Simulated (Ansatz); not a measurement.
Consider the substitution at a C–C bond: `C=CCCCCCCCCCC` + `[OH][GaH2]` → `CC[O][GaH2]` + `C=CCCCCCCCC`.

Computed with Ansatz on PBE0-D4/def2-TZVP structures; ΔE is electronic, products minus reactants. CCSD(T)/CBS is the MP2 limit (def2-TZVPP, def2-QZVPP) plus CCSD(T) − MP2 in def2-TZVPP, frozen cores. Functionals use def2-TZVPP. For Ga outer-core shells are correlated without core-valence functions, which leaves a few kJ/mol of doubt a bond. Scalar relativity is left out up to krypton. One conformer a species, not always the lowest.

`C=CCCCCCCCCCC`:

Z-matrix (Å, degrees):
```
C
C 1 1.492
C 1 1.529 2 115.4
H 1 1.095 2 109.3 3 -123.9
H 1 1.098 2 108.1 3 120.7
C 2 1.326 1 125.2 3 127.0
H 2 1.090 1 115.9 3 -54.1
C 3 1.526 1 115.2 2 -65.9
H 3 1.097 1 109.5 2 58.0
H 3 1.094 1 107.3 2 172.6
H 6 1.086 2 121.3 1 -1.2
H 6 1.083 2 121.8 1 178.7
C 8 1.522 3 114.8 1 83.9
H 8 1.096 3 108.8 1 -40.0
H 8 1.097 3 108.8 1 -154.9
C 13 1.524 8 113.6 3 175.3
H 13 1.094 8 109.9 3 -61.0
H 13 1.096 8 108.4 3 54.4
C 16 1.526 13 115.0 8 63.3
H 16 1.095 13 108.9 8 -173.6
H 16 1.097 13 108.9 8 -58.7
C 19 1.524 16 115.0 13 59.1
H 19 1.096 16 108.4 13 -179.0
H 19 1.095 16 109.5 13 -64.1
C 22 1.522 19 113.7 16 61.4
H 22 1.097 19 108.5 16 -177.5
H 22 1.095 19 109.7 16 -62.2
C 25 1.523 22 114.2 19 169.8
H 25 1.096 22 109.9 19 -67.5
H 25 1.097 22 108.7 19 48.1
C 28 1.520 25 114.0 22 64.2
H 28 1.095 25 108.9 22 -173.7
H 28 1.097 25 109.1 22 -58.5
H 31 1.093 28 111.3 25 176.7
H 31 1.092 28 111.7 25 -63.0
H 31 1.094 28 110.9 25 56.8
```

`[OH][GaH2]`:

Cartesian coordinates in Å:
```
O 0.457 0.827 0.856
Ga -0.115 -0.502 -0.194
H 0.308 1.704 0.496
H -0.781 -0.110 -1.555
H 0.131 -1.920 0.397
```

`CC[O][GaH2]`:

```xyz
11

C     1.186   -0.294   -0.437
C     0.600    0.012    0.923
O    -0.776    0.284    0.940
Ga   -1.984    0.337   -0.366
H     2.258   -0.492   -0.346
H     0.719   -1.176   -0.886
H     1.057    0.544   -1.127
H     0.786   -0.835    1.597
H     1.122    0.875    1.357
H    -1.574    0.049   -1.845
H    -3.394    0.695    0.191
```

`C=CCCCCCCCC`:

Z-matrix (Å, degrees):
```
C
C 1 1.492
C 1 1.530 2 115.2
H 1 1.095 2 109.2 3 -123.5
H 1 1.098 2 108.3 3 121.0
C 2 1.326 1 125.1 3 124.6
H 2 1.090 1 116.0 3 -56.1
C 3 1.527 1 114.9 2 -64.1
H 3 1.097 1 109.6 2 59.6
H 3 1.094 1 107.3 2 174.2
H 6 1.086 2 121.3 1 -0.8
H 6 1.084 2 121.8 1 179.1
C 8 1.524 3 114.4 1 86.9
H 8 1.095 3 109.0 1 -37.2
H 8 1.096 3 109.1 1 -152.2
C 13 1.531 8 114.5 3 -178.6
H 13 1.094 8 109.9 3 -55.2
H 13 1.096 8 107.4 3 59.6
C 16 1.526 13 114.8 8 95.3
H 16 1.094 13 109.1 8 -144.3
H 16 1.096 13 109.5 8 -29.4
C 19 1.524 16 116.4 13 -61.8
H 19 1.096 16 108.1 13 60.6
H 19 1.097 16 108.7 13 175.2
C 22 1.520 19 114.0 16 -64.5
H 22 1.095 19 109.6 16 59.4
H 22 1.095 19 108.3 16 174.1
H 25 1.093 22 111.3 19 -177.8
H 25 1.092 22 112.0 19 61.9
H 25 1.094 22 110.9 19 -58.0
```

Problem. Is it downhill or uphill in electronic energy at CCSD(T)/CBS, and by how much? (An estimate is asked.)

Solution. Computed: Uphill: ΔE = +60.6 kJ/mol.

Problem. What do these levels give: PBE-D4, MP2/def2-TZVPP, CCSD(T)/def2-TZVPP, HF/def2-QZVPP, MP2/def2-QZVPP, CCSD/CBS(def2)? (An estimate is asked.)

Solution. Ansatz gave: PBE-D4 51.9, MP2/def2-TZVPP 65.7, CCSD(T)/def2-TZVPP 59.0, HF/def2-QZVPP 46.3, MP2/def2-QZVPP 66.7, CCSD/CBS(def2) 59.9 kJ/mol.

Largest T1 diagnostic among the species: 0.015.

In def2-TZVPP, CCSD(T) changes the Hartree–Fock value by +12.8 kJ/mol (the triples alone add +0.7 kJ/mol) and MP2 by +19.5 kJ/mol. The D4 term adds +3.6 kJ/mol with B3LYP and +2.9 kJ/mol with PBE0; it sums over pairs of atoms, weighted by their polarisabilities, and B3LYP, whose exchange is more repulsive, gets the larger term. From PBE to PBE0 (25 % exact exchange), in def2-TZVPP and without D4, ΔE moves by +3.8 kJ/mol.

B3LYP here is the variant with VWN-RPA as its local correlation; programs differ in this.
